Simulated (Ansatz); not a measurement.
One change: `BN([SiH3])[SiH2]Cl` becomes `[SiH3]N([SiH2]Cl)[SiH2]Cl`.

Ansatz, PBE0-D4/def2-TZVP geometries, multiplicity 1. Each molecule was computed in one conformer, which needn't be the lowest.

```tsv
property	`BN([SiH3])[SiH2]Cl`
HOMO–LUMO gap (ωB97M-V/def2-TZVPP) / eV	12.00
LUMO energy (PBE/def2-TZVPP) / eV	-1.86
HOMO energy (PBE0/def2-TZVPP) / eV	-8.79
HOMO energy (B3LYP/def2-TZVPP) / eV	-8.56
LUMO energy (B3LYP/def2-TZVPP) / eV	-1.10
size of the dipole moment (B3LYP/def2-TZVPP) / D	1.09
```

Question: Give the same properties after the change, and the shifts. (Estimate.)

Answer: Computed: 
| property | `[SiH3]N([SiH2]Cl)[SiH2]Cl` | shift |
| --- | --- | --- |
| HOMO–LUMO gap (ωB97M-V/def2-TZVPP) / eV | 11.67 | -0.33 |
| LUMO energy (PBE/def2-TZVPP) / eV | -1.16 | 0.70 |
| HOMO energy (PBE0/def2-TZVPP) / eV | -8.03 | 0.76 |
| HOMO energy (B3LYP/def2-TZVPP) / eV | -7.82 | 0.74 |
| LUMO energy (B3LYP/def2-TZVPP) / eV | -0.46 | 0.64 |
| size of the dipole moment (B3LYP/def2-TZVPP) / D | 1.09 | 0.00 |

With PBE0 the HOMO rises by 0.76 eV and the LUMO rises by 0.59 eV, so the gap narrows by about 0.17 eV. PBE moves the HOMO by 0.81 eV and ωB97M-V by 0.77 eV. Dipoles are sizes alone; their direction can turn.

B3LYP here is the variant with VWN-RPA as its local correlation; programs differ in this.
